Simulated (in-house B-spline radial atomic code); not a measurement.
A fraction x of an electron is removed from 3d in Zn3+, starting from [Ar] 3d9 and keeping the highest spin. Method: scalar-relativistic (X2C) Hartree-Fock with fractional occupations, spin-polarised, spherical fractional occupations, Fermi nucleus of rms radius 3.9283 fm. Calculated with an all-electron radial atomic-structure program (B-spline basis).

Caution: exact exchange at fractional occupations of open shells leaves self-interaction of up to several eV.

```
   x  E(x) - E(0) (eV)  3d down level (eV)
   0            0.0000             -56.277
0.08            4.5529             -57.546
0.13            7.4501             -58.344
0.35           20.6760             -61.904
0.48           28.8623             -64.043
 0.5           30.1464             -64.375
0.52           31.4373             -64.707
0.63           38.6559             -66.544
0.85           53.7042             -70.271
0.99           63.7104             -72.680
   1           64.4381             -72.853
```

The exact functional would give a straight line between the two integer points. Deviations E(x) - E(0) - x[E(1) - E(0)], in eV: -0.602 at x = 0.08, -0.927 at x = 0.13, -1.877 at x = 0.35, -2.068 at x = 0.48, -2.073 at x = 0.5, -2.071 at x = 0.52, -1.94 at x = 0.63, -1.068 at x = 0.85, -0.083 at x = 0.99.

The curve lies below the straight line by up to 2.073 eV (at x = 0.5): with spherically averaged exact exchange in an open shell, this holds the self-interaction named above.

How well does Slater's transition state (minus the level at half occupation) give the ionisation energy?

It gives 64.375 eV against 64.438 eV from the two total energies; NIST lists 59.57 eV, ground level to ground level. The end point has an open shell averaged over its orbitals, so its exact exchange keeps a self-interaction and this is no true integer point.
